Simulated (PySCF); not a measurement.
**From orbital energies to the Hartree-Fock energy**

System: CH₆BNO (SMILES CNBO), singlet, geometry from GFN2-xTB. Level: HF/6-31G (PySCF). Sums are taken with unrounded values, so a last digit can differ.

Occupied orbital energies (Eh, each doubly occupied): -20.55598, -15.55089, -11.26970, -7.61793, -1.36410, -1.19269, -0.93029, -0.75388, -0.70873, -0.63416, -0.60957, -0.55756, -0.53439, -0.52769, -0.47887, -0.39005. One-electron energy -497.69398 Eh, nuclear repulsion 117.16777 Eh.

Q: Work out the total energy, and say why twice the sum of orbital energies isn't the electronic energy.

A: Twice the sum of the occupied levels is -127.35295 Eh. It holds the one-electron energy once and the electron-electron energy twice, since each pair is counted from both sides: 2Σε = E1 + 2 E2. So E2 = (-127.35295 - (-497.69398))/2 = 185.17052 Eh, and E = E1 + E2 + E_nuc = -195.35569 Eh. PySCF's converged energy is -195.35569 Eh.
